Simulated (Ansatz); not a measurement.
`F[SiH2]I` and `N[SiH2]I` differ in one atom or group.

Ansatz, PBE0-D4/def2-TZVP geometries, multiplicity 1. Each molecule was computed in one conformer, which needn't be the lowest.

Elements past krypton have def2 core potentials.

| property | `F[SiH2]I` |
| --- | --- |
| HOMO–LUMO gap (PBE/def2-TZVPP) / eV | 5.41 |
| zero-point energy (PBE0-D4/def2-TZVP) / kJ/mol | 54.6 |
| LUMO energy (PBE0/def2-TZVPP) / eV | -0.54 |
| HOMO energy (ωB97M-V/def2-TZVPP) / eV | -10.08 |
| LUMO energy (B3LYP/def2-TZVPP) / eV | -0.78 |
| HOMO energy (PBE0/def2-TZVPP) / eV | -7.96 |

**Question.** Give the same properties after the change, and the shifts. (Estimate.)

**Answer.** Ansatz gave: 
```tsv
property	`N[SiH2]I`	shift
HOMO–LUMO gap (PBE/def2-TZVPP) / eV	5.31	-0.10
zero-point energy (PBE0-D4/def2-TZVP) / kJ/mol	116.1	61.5
LUMO energy (PBE0/def2-TZVPP) / eV	-0.09	0.45
HOMO energy (ωB97M-V/def2-TZVPP) / eV	-9.56	0.52
LUMO energy (B3LYP/def2-TZVPP) / eV	-0.32	0.46
HOMO energy (PBE0/def2-TZVPP) / eV	-7.43	0.53
```

With PBE0 the HOMO rises by 0.53 eV and the LUMO rises by 0.45 eV, so the gap narrows by about 0.08 eV. PBE moves the HOMO by 0.56 eV and ωB97M-V by 0.52 eV. The zero-point energy changes by 61.5 kJ/mol with +6 modes.

B3LYP here is the variant with VWN-RPA as its local correlation; programs differ in this.

Spin–orbit coupling is left out; it splits and shifts lone-pair levels of the heavy atoms by tenths of an eV.
